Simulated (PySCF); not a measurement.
An element was calculated at UHF (PySCF 2.14, ECP, a triple-zeta basis, no spin-orbit coupling), in the ground configurations that NIST lists.

```
first ionisation energy  : 6.244 eV
second ionisation energy : 15.082 eV
third ionisation energy  : 26.064 eV
```

Q: Which element is it?

A: Molybdenum (Mo, Z = 42), in cc-pVTZ-PP with ECP28MDF. NIST lists 7.092, 16.16 ± 0.12, 27.13 ± 0.12 eV for these ionisation energies.
